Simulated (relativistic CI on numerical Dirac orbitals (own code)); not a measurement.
# Cr+: L-alpha,beta X-ray emission

Computed with this model: Dirac-Coulomb-Breit CI, orbitals from a KLI potential per configuration, model QED, valence Slater integrals scaled by 0.9, multiplet model of X-ray emission after core ionisation; configurations [Ar] 3d5 → [He] 2s2 2p5 3s2 3p6 3d5 → [Ar] 3d4; 300 K; Lorentzian 0.84 eV and Gaussian 0.5 eV FWHM. Energies are those of the free ion, without screening or charge transfer. S is read from ⟨S²⟩ = S(S + 1).

Field parameters in Wybourne normalisation: Td as Oh with Dq negative (B⁴₀ = 21Dq, B⁴₄ = √(5/14) B⁴₀). The field is a parameter set, without covalency.

Computed curve for Td, 10Dq = -6600 cm⁻¹, scaled to 100 at the maximum (points under 2 are left out and the grid is thinned):

```
Energy (eV)  Intensity
      568.4        2.0
      568.9        2.3
      569.4        2.8
      570.0        3.7
      570.5        4.9
      571.0        6.9
      571.5       11.9
      572.0       25.2
      572.5       38.5
      573.1       55.2
      573.6       51.9
      574.1       47.5
      574.6       39.4
      575.1       34.4
      575.7       38.0
      576.2       49.9
      576.7       70.6
      577.2       93.6
      577.7       91.8
      578.2       89.8
      578.8       87.0
      579.3       83.9
      579.8       75.9
      580.3       59.5
      580.8       47.0
      581.3       44.3
      581.9       53.4
      582.4       82.0
      582.9       99.5
      583.4       96.6
      583.9       64.9
      584.5       26.2
      585.0       15.6
      585.5       10.7
      586.0        8.3
      586.5        6.8
      587.0        5.2
      587.6        3.5
      588.1        2.6
      588.6        2.1
```

The ground state has S = 2.50, and the centroid lies at 578.86 eV.
